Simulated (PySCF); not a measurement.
Task: Write Cartesian coordinates for InChI=1S/CH9BrGe2SSi/c2-4-5-3-1-6/h1,3-4H2,6H3 as optimised with PBE0-D3(BJ)/def2-SVP.

Result: 
```xyz
15
CH9BrGe2SSi angstrom
Si    -1.768    0.074    0.150
C     -0.657    1.147   -0.927
Ge     0.360    2.512    0.025
S      1.613    1.592    1.654
Ge     2.528   -0.109    0.589
Br     3.230    0.540   -1.527
H     -2.737    0.933    0.896
H     -2.534   -0.889   -0.699
H     -0.959   -0.700    1.138
H     -1.274    1.674   -1.676
H      0.053    0.519   -1.491
H     -0.566    3.453    0.816
H      1.272    3.310   -0.920
H      1.532   -1.253    0.341
H      3.766   -0.547    1.381
```

Orientation and origin are arbitrary. Atoms count from 1 in this order. Si1 (SiH3 silicon) is tetrahedral (angles from 108.6° to 110.7°). Of the pairs four or more bonds apart, Br6···H11 is among the closest relative to their van der Waals radii: 3.18 Å, 104 % of the sum of Bondi's values. Ge3 (germanium bonded to C, S and 2 H) is distorted tetrahedral (angles from 102.3° to 111.9°). Ge5 (germanium bonded to Br, S and 2 H) is distorted tetrahedral (angles from 104.9° to 113.2°).

Bonds between heavy atoms (Å): Si1–C2 1.883, C2–Ge3 1.950, Ge3–S4 2.252, S4–Ge5 2.206, Ge5–Br6 2.322.

Method: PBE0-D3(BJ)/def2-SVP geometry optimisation, gas phase in PySCF.

Point group: C1 (no symmetry element, even within 0.4 Å). Whether it is a minimum is left open (no frequencies). One conformer, not necessarily the lowest (Si1–C2–Ge3–S4 56°, C2–Ge3–S4–Ge5 47°, Ge3–S4–Ge5–Br6 43°).
